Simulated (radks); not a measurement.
Isoelectronic series with 13 electrons, each ion in its NIST ground configuration. Calculated with a radial shooting solver on a logarithmic mesh with Libxc functionals: scalar-relativistic Kohn-Sham, SCAN, spin-unpolarised, spherical densities, finite nucleus; meta-GGA in the generalised Kohn-Sham scheme; Fermi nuclear charge, rms radius of each element as measured or else 0.836 A^(1/3) + 0.57 fm. Total energies (hartree) and mean radii <r> (bohr):

ion	configuration	E (hartree)	3p	3s
Al	[Ne] 3s2 3p1	-242.81860	3.396	2.575
Si+	[Ne] 3s2 3p1	-289.70190	2.442	2.076
P2+	[Ne] 3s2 3p1	-341.00635	1.966	1.756
S3+	[Ne] 3s2 3p1	-396.72315	1.662	1.529
Cl4+	[Ne] 3s2 3p1	-456.85517	1.447	1.359
Ar5+	[Ne] 3s2 3p1	-521.40570	1.284	1.225
K6+	[Ne] 3s2 3p1	-590.38126	1.156	1.116
Ca7+	[Ne] 3s2 3p1	-663.79111	1.053	1.025
Sc8+	[Ne] 3s2 3p1	-741.64489	0.9668	0.9491
Ti9+	[Ne] 3s2 3p1	-823.95167	0.8942	0.8837
